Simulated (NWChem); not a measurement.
CH₄ClFSi; SMILES Cl[Si@H](F)C

Results from NWChem. All runs use the structure optimised with PBE-D3(BJ)/def2-SVP. Ions are spin-unrestricted doublets at the neutral geometry; other ion states weren't tried.

Task: Among these, which level gives the lowest value of “vertical ionisation energy, ΔSCF (eV)”?
A. PBE/def2-SVP
B. M06-2X/def2-SVP
C. B3LYP/def2-SVP
D. CAM-B3LYP/def2-SVP

Result: A, PBE/def2-SVP. Values: PBE/def2-SVP 10.68; B3LYP/def2-SVP 11.09; CAM-B3LYP/def2-SVP 11.36; M06-2X/def2-SVP 11.48
